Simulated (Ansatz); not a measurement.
Reaction (ligand exchange at the Si–C bond): `[SiH3]CC=[Se]` + `CO[SiH](O)Cl` → `CO[SiH](Cl)O[SiH3]` + `CC=[Se]`

Calculated with Ansatz (gas phase, PBE0-D4/def2-TZVP geometries, no zero-point term in ΔE). CCSD(T)/CBS is the MP2 limit (def2-TZVPP, def2-QZVPP) plus CCSD(T) − MP2 in def2-TZVPP, frozen cores. Functionals use def2-TZVPP. B3LYP here is the variant with VWN-RPA as its local correlation; programs differ in this. For Se outer-core shells are correlated without core-valence functions, which leaves a few kJ/mol of doubt a bond. Scalar relativity is left out up to krypton. Each species was taken in one conformer, which may not be the lowest.

`[SiH3]CC=[Se]`:

Cartesian coordinates in Å:
```
Si 0.260 0.307 1.266
C -0.463 0.422 -0.492
C -0.088 -0.784 -1.234
Se 1.288 -0.957 -2.317
H 1.739 0.333 1.181
H -0.234 1.462 2.061
H -0.188 -0.958 1.903
H -0.058 1.329 -0.946
H -1.549 0.507 -0.376
H -0.707 -1.661 -1.045
```

`CO[SiH](O)Cl`:

```xyz
10

C    -0.034   -1.144    1.179
O    -0.504    0.009    0.514
Si   -0.046    0.533   -0.952
O    -0.676    2.004   -1.212
Cl    2.011    0.578   -1.003
H     1.055   -1.122    1.286
H    -0.487   -1.168    2.171
H    -0.319   -2.054    0.642
H    -0.501   -0.334   -2.051
H    -0.500    2.697   -0.574
```

`CO[SiH](Cl)O[SiH3]`:

Cartesian coordinates in Å:
```
C 0.328 2.076 1.264
O 0.451 0.954 0.416
Si -0.673 0.415 -0.622
Cl -2.443 0.144 0.384
O -0.158 -0.985 -1.228
Si 0.485 -2.445 -0.825
H 0.187 2.996 0.688
H -0.513 1.957 1.953
H 1.249 2.163 1.841
H -0.933 1.362 -1.720
H 1.963 -2.336 -0.771
H -0.032 -2.886 0.495
H 0.091 -3.415 -1.874
```

`CC=[Se]`:

Z-matrix (Å, degrees):
```
C
C 1 1.478
H 1 1.097 2 109.8
H 1 1.097 2 109.8 3 115.9
H 1 1.089 2 112.1 3 -122.0
Se 2 1.752 1 126.4 3 122.0
H 2 1.090 1 115.4 3 -58.0
```

```csv
level,ΔE (kJ/mol),difference from CCSD(T)/CBS
r2SCAN-D4,-96.1,5.6
B3LYP-D4,-102.9,-1.2
ωB97X-V,-101.3,0.4
B2PLYP,-104.2,-2.5
PBE,-84.2,17.5
r2SCAN,-95.9,5.8
PBE0,-90.7,11.0
MP2/def2-TZVPP,-99.3,2.4
SCS-MP2/def2-TZVPP,-106.5,-4.8
CCSD/def2-TZVPP,-105.7,-4.0
CCSD(T)/def2-TZVPP,-101.6,0.1
HF/def2-QZVPP,-128.7,-27.0
MP2/def2-QZVPP,-100.2,1.5
SCS-MP2/def2-QZVPP,-107.3,-5.6
HF/CBS(def2),-129.0,-27.3
MP2/CBS(def2),-99.4,2.3
CCSD(T)/CBS,-101.7,0
```

Largest T1 diagnostic among the species: 0.016.

In def2-TZVPP, CCSD(T) changes the Hartree–Fock value by +24.8 kJ/mol (the triples alone add +4.1 kJ/mol) and MP2 by +27.1 kJ/mol. From PBE to PBE0 (25 % exact exchange), in def2-TZVPP and without D4, ΔE moves by −6.5 kJ/mol.
